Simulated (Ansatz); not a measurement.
B2FH5OSi, SMILES `OBB(F)[SiH3]`. Total charge 0; spin multiplicity 1. The structure was optimised at the PBE0-D4/def2-TZVP level. It is one conformer, not always the lowest.

```xyz
10

O     1.705   -1.626    0.147
B     0.814   -1.064   -0.704
B     0.356    0.565   -0.487
F     0.965    1.529   -1.178
Si   -1.193    1.131    0.733
H     1.878   -2.555   -0.030
H     0.316   -1.748   -1.568
H    -2.469    0.972   -0.025
H    -1.093    2.547    1.182
H    -1.279    0.250    1.930
```

Problem. What is the dipole moment at PBE/def2-TZVPP? (Best estimate.)

Solution. Computed: 2.16 D, with components (0.48, -2.09, -0.26) D in this frame, pointing from negative to positive charge.

Problem. And with r2SCAN, B3LYP, ωB97M-V? (An estimate is asked.)

Solution. The calculation gave: r2SCAN 2.18 D, B3LYP 2.20 D, ωB97M-V 2.21 D.

Problem. Give the Mulliken charges with PBE, B3LYP, ωB97M-V in def2-TZVPP. (Estimate.)

Solution. Ansatz gave: 
| atom | PBE | B3LYP | ωB97M-V |
| --- | --- | --- | --- |
| O1 | -0.21 | -0.25 | -0.24 |
| B2 | 0.00 | 0.03 | 0.02 |
| B3 | 0.33 | 0.35 | 0.28 |
| F4 | -0.17 | -0.21 | -0.20 |
| Si5 | 0.02 | 0.08 | 0.00 |
| H6 | 0.21 | 0.20 | 0.19 |
| H7 | -0.03 | -0.01 | 0.03 |
| H8 | -0.05 | -0.07 | -0.03 |
| H9 | -0.05 | -0.06 | -0.03 |
| H10 | -0.05 | -0.07 | -0.03 |

B3LYP here is the variant with VWN-RPA as its local correlation; programs differ in this.
